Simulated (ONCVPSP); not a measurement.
Before and after: ONCV potential for N (Z = 7)

| Quantity | Value |
| --- | --- |
| Element | nitrogen (N) |
| Generator | ONCVPSP 4.0.1 |
| Type | optimised norm-conserving Vanderbilt (ONCV) |
| Functional | LDA (Perdew-Wang 92) |
| Relativity | scalar-relativistic |
| Frozen core | [He] |
| Valence charge | 5 |
| Reference configuration | 2s1 2p4 |
| Partial waves | 2s: rc 1.10 bohr, ncon 4, nbas 8, qcut 6.6 1/bohr, 1 projector; 2p: rc 2.30 bohr, ncon 3, nbas 7, qcut 5.7 1/bohr, 2 projectors, debl 2.1 Ha |
| Local potential | polynomial inside 0.80 bohr (lpopt 5, dvloc0 0 Ha) |
| Core correction | Teter function, parameters optimised by the program |

All-electron outer shells of the reference configuration (LDA (PZ), scalar-relativistic, ld1.x):

```tsv
shell	level (eV)	outermost node (bohr)	outermost maximum (bohr)
1s	-382.23	–	0.15
2s	-18.87	0.32	1.02
2p	-7.64	–	0.97
```

Change: local potential polynomial inside 0.80 bohr (lpopt 5, dvloc0 -2 Ha).

Cutoffs: the cutoffs (Ha) at which the residual kinetic energy of the hardest occupied pseudo-wave falls to 1 and 0.1 mHa per electron; they do not see the model core or the augmentation charge, which bear on the density cutoff. Errors are all-electron minus pseudo energies relative to the spin-unpolarised reference configuration.

What does the change do?

The potential gets neither clearly harder nor softer (23 Ha and 121 Ha → 23 Ha and 121 Ha); the errors of the 4 common tests hardly move; the range in which the p phases agree narrows (upper end 4.1 → 0.4); neither file shows a bound ghost.

| quantity | base | changed |
| --- | --- | --- |
| cutoff, loose | 23 Ha | 23 Ha |
| cutoff, tight | 121 Ha | 121 Ha |
| bound ghosts | none | none |
| GHOST(+) flags under 300 eV | none | p at 71.3 eV |
| error for 2s2 2p3, meV [ΔE -11.20 eV] | -20 | -20 |
| error for 2s2 2p2, meV [ΔE 2.53 eV] | +327 | +332 |
| error for 2s2 2p1, meV [ΔE 31.50 eV] | +1551 | +1556 |
| error for 2s1 2p0, meV [ΔE 156.14 eV] | +7102 | +7102 |
| s: phases at 1.12 bohr within 0.05 rad from the reference energy up to (Ha; the scan ends near 5) | 3.7 | 3.5 |
| p: phases at 2.33 bohr within 0.05 rad from the reference energy up to (Ha; the scan ends near 5) | 4.1 | 0.4 |
| rms error of d²Exc/dni dnj with the model core, mHa | 0.36 | 0.36 |
